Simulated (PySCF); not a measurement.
How the method moves the HOMO and LUMO of CH5B2F

CH5B2F.
Z-matrix (Å and degrees, PBE0-D3(BJ)/def2-SVP geometry), rows numbered from 1:
```
B 
C   1  1.5528
B   2  1.5618  1  107.84
F   3  1.3247  2  119.81  1  -109.81
H   1  1.2094  2  121.32  3   111.04
H   1  1.2104  2  120.12  3   -67.00
H   2  1.1078  1  106.66  3   110.01
H   2  1.0986  1  114.79  3  -125.09
H   3  1.2110  2  123.50  1    69.72
```

The species is `BCBF` (CH5B2F).

Basis pcSseg-2 throughout (PySCF), one geometry. One conformer (not necessarily the lowest) at the PBE0-D3(BJ)/def2-SVP geometry, without solvent, vibrations or thermal averaging.

How do the orbital energies, the gap and the dipole change with the method?

```tsv
method	kind	HOMO (eV)	LUMO (eV)	gap (eV)	μ (D)	SCF cycles
BLYP	GGA	-7.47	-2.68	4.80	1.14	14
OPBE	GGA	-7.48	-2.61	4.87	1.14	14
PBE	GGA	-7.54	-2.82	4.72	1.14	14
B97-D	GGA	-7.56	-2.61	4.95	1.14	14
KT2	GGA	-7.61	-2.83	4.78	1.14	14
LDA	LDA	-7.62	-3.11	4.52	1.19	13
BP86	GGA	-7.64	-2.86	4.78	1.14	14
KT3	GGA	-7.66	-2.73	4.93	1.14	14
B97-2	global hybrid	-8.71	-1.80	6.91	1.20	12
B3LYP	global hybrid	-8.77	-2.06	6.71	1.20	12
PBE0	global hybrid	-8.96	-1.83	7.14	1.21	12
mPW1PW91	global hybrid	-9.00	-1.82	7.18	1.21	12
BHandHLYP	global hybrid	-10.34	-0.81	9.53	1.28	12
CAM-B3LYP	range-separated hybrid	-10.42	-0.74	9.68	1.23	12
wB97X-D	range-separated hybrid	-10.88	0.09	10.96	1.20	13
LC-wPBE	range-separated hybrid	-11.77	0.48	12.24	1.22	12
HF	Hartree–Fock	-12.43	1.54	13.97	1.34	10
```

The HOMO spans 4.95 eV, from BLYP down to HF, and the gap runs from 4.52 eV (LDA) to 13.97 eV (HF). Over the methods BLYP (0 %), OPBE (0 %), PBE (0 %), B97-D (0 %), KT2 (0 %), LDA (0 %), BP86 (0 %), KT3 (0 %), B97-2 (21 %), B3LYP (20 %), PBE0 (25 %), mPW1PW91 (25 %), BHandHLYP (50 %), HF (100 %), a straight line through the gap against the share of exact exchange rises by 0.92 eV for each 10 % (correlation coefficient 0.999). The dipole ranges from 1.14 D (OPBE) to 1.34 D (HF). This basis has no diffuse functions.
